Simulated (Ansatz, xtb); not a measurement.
## C3H8B2F2: which of two isomers lies lower

Structure I is `CB(C)CB(F)F`, a singlet and structure II is `CCBCB(F)F`, a singlet. Both are isolated molecules in the gas phase, relaxed with PBE-D3(BJ)/def2-SVP; the shapes shown needn't be the lowest conformers.

I (Å):

```yaml
atoms:
  - { symbol: C, position_ang: [-0.8123, -2.6242, 0.3603] }
  - { symbol: C, position_ang: [-0.2108, -1.6680, -2.1518] }
  - { symbol: C, position_ang: [-2.4926, -0.8772, -0.8953] }
  - { symbol: B, position_ang: [-1.1459, -1.7202, -0.8848] }
  - { symbol: B, position_ang: [-2.1181, 0.4808, -0.2252] }
  - { symbol: F, position_ang: [-1.6435, 1.5127, -0.9320] }
  - { symbol: F, position_ang: [-2.1928, 0.6669, 1.0971] }
  - { symbol: H, position_ang: [0.2726, -2.7558, 0.5479] }
  - { symbol: H, position_ang: [-1.3217, -2.3260, 1.2986] }
  - { symbol: H, position_ang: [-1.1996, -3.6408, 0.1072] }
  - { symbol: H, position_ang: [0.8260, -2.0224, -1.9885] }
  - { symbol: H, position_ang: [-0.6687, -2.3423, -2.9140] }
  - { symbol: H, position_ang: [-0.1893, -0.6661, -2.6296] }
  - { symbol: H, position_ang: [-3.2717, -1.3719, -0.2808] }
  - { symbol: H, position_ang: [-2.8416, -0.6850, -1.9296] }
```

II (Å):

```xyz
15

C     1.5574   -0.1776   -1.6842
C     0.0285   -0.2417   -1.6365
C    -0.1491    2.5219   -1.4948
B    -0.7964    1.0899   -1.5703
B     0.0084    2.8238    0.0325
F     1.0915    2.4373    0.7164
F    -0.9389    3.4426    0.7397
H     2.0218   -1.1844   -1.7027
H     1.9135    0.3613   -2.5870
H     1.9661    0.3600   -0.8047
H    -0.3843   -0.8209   -2.4983
H    -0.3215   -0.8519   -0.7668
H    -2.0152    1.0055   -1.5293
H    -0.8215    3.2879   -1.9289
H     0.8599    2.5381   -1.9547
```

Quicker runs give these differences E(II) − E(I): GFN2-xTB +0.040 eV; HF/STO-3G +0.499 eV (at GFN2-xTB geometries); r2SCAN-D4/def2-SVP +0.657 eV (at GFN2-xTB geometries).

Problem. Estimate E(II) − E(I) at the level CCSD(T)/def2-SVP + ΔMP2/def2-TZVPP.

Solution. Calculated at CCSD(T)/def2-SVP + ΔMP2/def2-TZVPP: E(II) − E(I) = +0.596 eV, so structure I lies lower.

Level by level:

| level | geometry | E(II) − E(I) (eV) | departure from the last row (eV) | job, with rough time for the two |
| --- | --- | --- | --- | --- |
| GFN2-xTB | GFN2-xTB | +0.040 | −0.556 | optimisation, 0.34 s |
| HF/STO-3G | GFN2-xTB | +0.499 | −0.097 | single point, 0.32 s |
| r2SCAN-D4/def2-SVP | GFN2-xTB | +0.657 | +0.061 | single point, 3.3 s |
| PBE-D3(BJ)/def2-SVP | PBE-D3(BJ)/def2-SVP | +0.604 | +0.008 | optimisation, 31 s |
| HF/def2-SVP | PBE-D3(BJ)/def2-SVP | +0.567 | −0.030 | part of the CCSD(T) run |
| MP2/def2-SVP | PBE-D3(BJ)/def2-SVP | +0.592 | −0.004 | part of the CCSD(T) run |
| CCSD(T)/def2-SVP | PBE-D3(BJ)/def2-SVP | +0.565 | −0.032 | single point |
| CCSD(T)/def2-SVP + ΔMP2/def2-TZVPP | PBE-D3(BJ)/def2-SVP | +0.596 |  | single point, 65 s |

As drawn, II has 1 C–C, 1 B–H in place of 1 C–B, 1 C–H.

The levels shown agree on the order. The largest departure from CCSD(T)/def2-SVP + ΔMP2/def2-TZVPP is that of GFN2-xTB, 0.556 eV. A small imaginary or near-zero mode remains, so no thermal terms are given. The last row adds to CCSD(T) the change of the MP2 difference between the two basis sets, here +0.032 eV.

The correlated steps freeze 7 core orbitals. Programs: Ansatz 0.2.0, xtb 6.7.1; the last row on 4 threads of Arm Neoverse V1 on a shared host.
